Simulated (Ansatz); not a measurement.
This geometry of BrCl2GaH2 (6 atoms, charge 0, multiplicity 1) is a first-order saddle point.

Level of theory: RKS PBE/def2-SVP in Ansatz 0.2.0.

```xyz
6
Properties=species:S:1:pos:R:3
Ga 0.015 -0.220 0.002
H 0.021 0.070 1.665
Cl 1.885 0.199 -0.974
Cl -1.886 0.117 -0.945
Br 0.076 -2.614 1.055
H 0.047 -1.095 1.743
```

**Question.** Which two structures does it join? (They come from a converged band through this point; their orientation in space is the band's.)

**Answer.** Bonds broken: Ga1–H2, Br5–H6. Bonds formed: Ga1–Br5, H2–H6. BrCl2GaH2 becomes BrCl2Ga + H2.

Initial state:

```xyz
6
Properties=species:S:1:pos:R:3
Ga 0.004 0.223 0.011
H 0.001 0.801 1.465
Cl 1.823 0.119 -1.163
Cl -1.826 0.032 -1.135
Br 0.077 -2.558 0.993
H 0.076 -2.161 2.375
```

Final state:

```xyz
6
Properties=species:S:1:pos:R:3
Ga 0.026 -0.815 -0.409
H 0.010 0.312 2.089
Cl 1.845 0.242 -0.832
Cl -1.845 0.160 -0.801
Br 0.080 -3.004 0.244
H 0.040 -0.439 2.256
```

**Question.** How far does it lie above each of them?

**Answer.** 41.1 kJ/mol above the first and 110.5 kJ/mol above the second. This is the barrier of this one path; another mechanism may lie lower. The orbitals stay closed-shell, which can raise the energy where a bond breaks towards radicals; this wasn't checked here.

Run time: 28 s on 4 threads of Intel(R) Xeon(R) 6975P-C (Granite Rapids), on a shared host, peak memory 0.19 GiB.
